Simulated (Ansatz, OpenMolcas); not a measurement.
## A ladder of methods for Si4H10 (SMILES [SiH3][SiH]([SiH3])[SiH3])

The species is Si4H10 (14 atoms), meant as a singlet with charge 0. As SMILES, `[SiH3][SiH]([SiH3])[SiH3]`. The coordinates come from a PBE0-D4/def2-TZVP relaxation.

Each level gives the vertical ionisation energy (to the doublet cation) (eV). The values are calculated.

```tsv
level	kind	program	value (eV)	less CCSD(T)/6-31G*	CPU time (all runs)
HF/6-31G* (spherical functions)	Hartree–Fock	OpenMolcas	9.28	-0.24	36 s
SVWN5/6-31G* (spherical functions)	LDA	OpenMolcas	9.49	-0.03	3.1 min
revPBE/6-31G* (spherical functions)	GGA	Ansatz	9.41	-0.11	61 s
M06-L/6-31G* (spherical functions)	meta-GGA	OpenMolcas	9.62	+0.10	5.3 min
B3LYP/6-31G* (spherical functions)	global hybrid	Ansatz	9.66	+0.14	67 s
wB97M-V/6-31G* (spherical functions)	range-separated hybrid	Ansatz	9.84	+0.32	9.7 min
B2PLYP/6-31G* (spherical functions)	double hybrid	Ansatz	9.65	+0.13	93 s
CCSD(T)/6-31G* (spherical functions), open shells restricted	coupled cluster or CI	OpenMolcas	9.52	0.00	2.4 min
```

CCSD(T)/6-31G* (spherical functions), open shells restricted is the highest level here, not the true value. The values span 9.28 to 9.84 eV. CPU times are rough (shared hosts, several kinds of processor): they show what a rung costs within a factor of a few.
